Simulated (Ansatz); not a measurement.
Ta3Te6. The state is a quartet with charge 0. Geometry PBE-D4/def2-SVP; atoms count from 1.

Cartesian coordinates in Å:
```
Ta 1.3789 1.3167 -0.7168
Ta 0.5173 -1.4248 -0.4793
Ta -1.0790 0.9058 0.7346
Te 1.4319 0.0802 1.7274
Te -0.7089 2.9895 -0.9995
Te 1.6291 -0.4097 -2.7652
Te -2.1901 -1.2900 -0.4026
Te 1.3616 -3.7865 0.0518
Te -2.3409 1.6189 2.8496
```

In the def2 sets Ta, Te take a core potential; there is no spin–orbit coupling. At PBE0-D4/def2-SVP a doublet of charge 0 lies 0.45 eV below the quartet, each at its own geometry.

Estimate the Mulliken populations from the PBE0/def2-SVP orbitals of Ansatz.


| atom | charge (e) | spin (α − β) | d electrons |
| --- | --- | --- | --- |
| Ta1 | 0.71 | 1.36 | 3.62 |
| Ta2 | 0.26 | 0.35 | 3.80 |
| Ta3 | 0.26 | 0.35 | 3.80 |
| Te4 | -0.26 | -0.06 | – |
| Te5 | -0.25 | -0.02 | – |
| Te6 | -0.25 | -0.02 | – |
| Te7 | -0.22 | 0.05 | – |
| Te8 | -0.12 | 0.49 | – |
| Te9 | -0.12 | 0.49 | – |
Mulliken values and Mayer orders depend strongly on the basis.

Where does the spin sit?

Summed by element: Ta 2.07, Te 0.93, of 3 unpaired in all. Largest on single atoms: Ta1 1.36, Te8 0.49, Te9 0.49.

And the Mayer bond orders between bonded heavy atoms (over 0.3)?

Ta1–Ta2 0.63 (2.88 Å); Ta1–Ta3 0.63 (2.88 Å); Ta1–Te4 0.93 (2.74 Å); Ta1–Te5 1.18 (2.69 Å); Ta1–Te6 1.17 (2.69 Å); Ta2–Ta3 0.42 (3.07 Å); Ta2–Te4 0.69 (2.82 Å); Ta2–Te6 1.02 (2.74 Å); Ta2–Te7 1.10 (2.71 Å); Ta2–Te8 1.97 (2.56 Å); Ta3–Te4 0.69 (2.82 Å); Ta3–Te5 1.02 (2.74 Å); Ta3–Te7 1.10 (2.71 Å); Ta3–Te9 1.97 (2.56 Å).
